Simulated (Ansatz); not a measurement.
Cost and result for the atomization energy of C$_{4}$H$_{12}$F$_{2}$N$_{2}$Si (`CN(C)[Si](F)(F)N(C)C`) (21 atoms, 20 bonds).

Z-matrix (Å, degrees):
```
C
N 1 1.445
H 1 1.098 2 110.8
H 1 1.098 2 111.7 3 -120.0
H 1 1.091 2 110.5 3 119.7
Si 2 1.689 1 121.5 3 -131.1
C 2 1.445 1 113.5 3 59.4
F 6 1.594 2 115.3 1 -75.0
F 6 1.594 2 105.7 1 171.3
N 6 1.689 2 111.3 1 45.4
H 7 1.089 2 110.7 1 -178.8
H 7 1.098 2 111.6 1 60.6
H 7 1.097 2 110.5 1 -59.1
C 10 1.445 6 121.5 2 45.3
C 10 1.445 6 124.1 2 -146.5
H 14 1.098 10 111.7 6 108.8
H 14 1.091 10 110.5 6 -11.5
H 14 1.098 10 110.8 6 -131.2
H 15 1.089 10 110.7 6 12.2
H 15 1.097 10 110.5 6 131.8
H 15 1.098 10 111.6 6 -108.5
```

The species carries charge 0 and has multiplicity 1. Geometry: relaxed with PBE0-D4/def2-TZVP. It is one conformer, not always the lowest. Program: Ansatz. All runs use 5 threads of an AMD EPYC 7R13 on a shared host and a share of an NVIDIA H100 80 GB. Times are those of one run each, without the atoms' runs, and a repeat can differ threefold. Electronic energies, without spin–orbit coupling; frozen cores. CCSD(T)/CBS adds CCSD(T) − MP2 in def2-TZVPP to the MP2 limit, and its time is that of the two runs behind it. T1 = 0.011.

CCSD(T)/CBS is a level of theory with its own doubt, some kJ/mol a heavy atom from the limit and from the frozen cores, so smaller differences don't rank the functionals.

```csv
level,functions,wall time
revPBE-D4/def2-TZVPP,458,7.5 s
CCSD(T)/def2-SVP,190,10 s
PBE-QIDH/def2-TZVPP,458,11 s
BLYP-D4/def2-TZVPP,458,13 s
MP2/def2-QZVPP,886,13 s
r2SCANh-D4/def2-TZVPP,458,14 s
ωB97X-V/def2-TZVPP,458,14 s
PBE0-D4/def2-TZVPP,458,15 s
PBE-D4/def2-TZVPP (with forces),458,15 s
r2SCAN-D4/def2-TZVPP (with forces),458,17 s
ωB97M-V/def2-TZVPP (with forces),458,18 s
CCSD(T)/def2-TZVPP,458,34 s
CCSD(T)/CBS(def2),–,47 s
```

(1) What atomization energy does each give, and how far from CCSD(T)/CBS? (Best estimate.)

Results:

(1) Ansatz gave: 
| level | atomization (kJ/mol) | difference from CCSD(T)/CBS | per bond |
| --- | --- | --- | --- |
| revPBE-D4/def2-TZVPP | 8299.3 | -54.2 | -2.7 |
| CCSD(T)/def2-SVP | 7878.6 | -474.9 | -23.7 |
| PBE-QIDH/def2-TZVPP | 8293.1 | -60.4 | -3.0 |
| BLYP-D4/def2-TZVPP | 8344.6 | -8.9 | -0.4 |
| MP2/def2-QZVPP | 8403.3 | 49.8 | 2.5 |
| r2SCANh-D4/def2-TZVPP | 8294.6 | -58.9 | -2.9 |
| ωB97X-V/def2-TZVPP | 8375.4 | 21.9 | 1.1 |
| PBE0-D4/def2-TZVPP | 8359.6 | 6.1 | 0.3 |
| PBE-D4/def2-TZVPP (with forces) | 8500.0 | 146.5 | 7.3 |
| r2SCAN-D4/def2-TZVPP (with forces) | 8341.2 | -12.3 | -0.6 |
| ωB97M-V/def2-TZVPP (with forces) | 8377.1 | 23.6 | 1.2 |
| CCSD(T)/def2-TZVPP | 8134.9 | -218.6 | -10.9 |
| CCSD(T)/CBS(def2) | 8353.5 | 0.0 | 0.0 |

In def2-TZVPP, CCSD(T) changes the Hartree–Fock value by +2039.4 kJ/mol (the triples alone add +113.2 kJ/mol) and MP2 by +2176.6 kJ/mol; breaking electron pairs costs correlation energy, which Hartree–Fock lacks. Leaving LDA and LC-ωPBE aside and taking each functional with its dispersion term where it has one, the values, not all of them listed here, spread over 369.4 kJ/mol, from BHLYP-D4 to PBE-D4. LDA lies +1095.5 kJ/mol from PBE without D4, its usual overbinding. At CCSD(T), def2-SVP lies −474.9 kJ/mol from the extrapolated value and def2-TZVPP −218.6 kJ/mol: correlation converges slowly with the basis, and small sets miss more of it in the bonded molecule than in its fragments.
